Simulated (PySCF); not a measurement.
Work out the structure from these simulated measurements.

Formula: C7H6O2S2.

| Quantity | Value |
| --- | --- |
| 1H NMR | chemical shifts (computed TMS as zero) by class: 7.70 (1 H), 7.67 (1 H), 6.99 (1 H), 2.61 (3 H) ppm [GIAO PBE0/pcSseg-1] |
| NMR, other nuclei | isotropic shieldings of nuclei other than C and H, by class: 66 (1 O), 286 (1 O), 179 (1 S), 377 (1 S) ppm [GIAO PBE0/pcSseg-1] |
| Rotational structure | rotational constants A, B, C: 2.231, 0.524, 0.452 GHz [GFN2-xTB] |
| 13C NMR | chemical shifts (computed TMS as zero) by class: 162.5 (1 C), 161.6 (1 C), 150.2 (1 C), 140.4 (1 C), 114.7 (1 C), 112.7 (1 C), 55.3 (1 C) ppm [GIAO PBE0/pcSseg-1] |
| Dipole | 3.77 D [PBE0/pcSseg-1] |

Gas-phase values; electronic properties from PySCF, density fitting. Levels stand in brackets. One conformer (not necessarily the lowest) at the GFN2-xTB geometry, without solvent, vibrations or thermal averaging. Each NMR value is the plain mean over a class of atoms that symmetry, rotation or inversion makes alike.

Task: Give a SMILES that accounts for the data.

Result: Numbering: `[CH3:1][S@:2](=[O:3])[c:4]1[cH:5][c:6]2[o:7][cH:8][cH:9][c:10]2[s:11]1`. 7 carbons fall into 7 classes; from least to most shielded: substituted aromatic carbon [C4] (162.5 ppm), ring-fusion aromatic carbon [C6] (161.6 ppm), aromatic CH next to a ring oxygen [C8] (150.2 ppm), ring-fusion aromatic carbon [C10] (140.4 ppm), aromatic CH carbon [C5] (114.7 ppm), aromatic CH carbon [C9] (112.7 ppm), S-methyl carbon [C1] (55.3 ppm). Hydrogen classes from least to most shielded: 1 H on an aromatic CH carbon, C5 (7.70 ppm), 1 H on an aromatic CH next to a ring oxygen, C8 (7.67 ppm), 1 H on an aromatic CH carbon, C9 (6.99 ppm), 3 H on an S-methyl carbon, C1 (2.61 ppm, a mean of values up to 0.8 ppm apart in this geometry). The other shieldings belong to: 66 ppm, furan-type oxygen [O7]; 286 ppm, sulfinyl oxygen [O3]; 179 ppm, sulfinyl sulfur [S2]; 377 ppm, thiophene-type sulfur [S11]. The optimised geometry has point group C1 and is an asymmetric top. Structure: `C[S@](=O)c1cc2occc2s1`. Computed isomers that give other values at the same levels: `C#Cc1ccc(S(C)(=O)=O)s1` (13C chemical shifts (computed TMS as zero) by class: 155.5 (1 C), 140.6 (1 C), 139.1 (1 C), 136.2 (1 C), 98.0 (1 C), 80.4 (1 C), 53.0 (1 C) ppm). The assignments are read from this structure; whether some other isomer fits the data as well wasn't checked. The mirror image fits equally.

Shape of the structure used: `[CH3:1][S@:2](=[O:3])[c:4]1[cH:5][c:6]2[o:7][cH:8][cH:9][c:10]2[s:11]1`: C1–S2–C4–C5 113°.
